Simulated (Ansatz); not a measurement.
Two structures of GaH₄ClO₂, singlet, reached by relaxing down either side of one saddle point (PBE0-D4/def2-TZVP). Energies are electronic, without zero-point energy. Ansatz 0.2.0; basis: def2-TZVPP and def2-QZVPP; cores frozen in the correlated methods. Filled d shells of the heavier atoms are correlated. The def2 sets are not built for correlating such inner shells, so the correlated values are less sure here. Extrapolation: Hartree–Fock as exp(−7.88 √X), correlation as X^−2.97. First:

```
8
angstrom
Ga -0.2161 -0.4913 -0.3572
Cl 1.6076 -1.6010 -0.2019
O -0.4833 0.6188 -1.7040
O -1.5248 -0.7418 0.8013
H 1.1491 1.2746 1.1693
H 0.5031 1.6501 1.1094
H 0.2681 0.6721 -2.2992
H -1.3037 -1.3813 1.4824
```

Second:

```xyz
8
angstrom
Ga -0.6039 0.3328 -0.0703
Cl 1.9910 -1.0081 0.2803
O -0.5567 0.2858 -1.8518
O -1.5624 -1.0276 0.5690
H 2.5434 -0.1033 1.0004
H -0.0935 1.5295 0.7911
H -0.0765 1.0174 -2.2427
H -1.6414 -1.0265 1.5242
```

Task: Which bonds change from the first to the second?

Result: GaH₂ClO₂ ([OH][Ga]([OH])[Cl]) + H₂ → GaH₃O₂ ([OH][GaH][OH]) + HCl; bonds formed: Ga1–H6, Cl2–H5; bonds broken: Ga1–Cl2, H5–H6.

Task: Give the saddle point's structure and its height above each. (Judge from chemistry; the value comes from the calculation.)

Result: The calculation gives: 37.54 kcal/mol above the first and 16.47 kcal/mol above the second (CCSD(T) at an estimated basis limit (MP2 extrapolated from triple and quadruple zeta, plus CCSD(T) − MP2 in triple zeta)).
Ga1  (-0.368, 0.053, -0.123)
Cl2  (1.900, -0.939, 0.269)
O3  (-0.565, 0.487, -1.826)
O4  (-1.616, -0.890, 0.702)
H5  (1.315, 0.374, 0.749)
H6  (0.512, 1.147, 0.841)
H7  (0.205, 0.912, -2.210)
H8  (-1.384, -1.143, 1.598)
(Å)

The T1 diagnostic stays at or below 0.014.

Labels in which every atom is bracketed show which atoms are joined, not bond orders.

For scale, one of the runs: CCSD(T)/def2-TZVPP, 208 basis functions, launched by `ansatz run in.yaml --threads 4 --pin off --events-out ev --progress --plain --max-ram 9574MiB`. The run took 97 s on 4 CPU threads of an Arm Neoverse V1 (shared host), with 2.9 GiB of host memory at its peak.
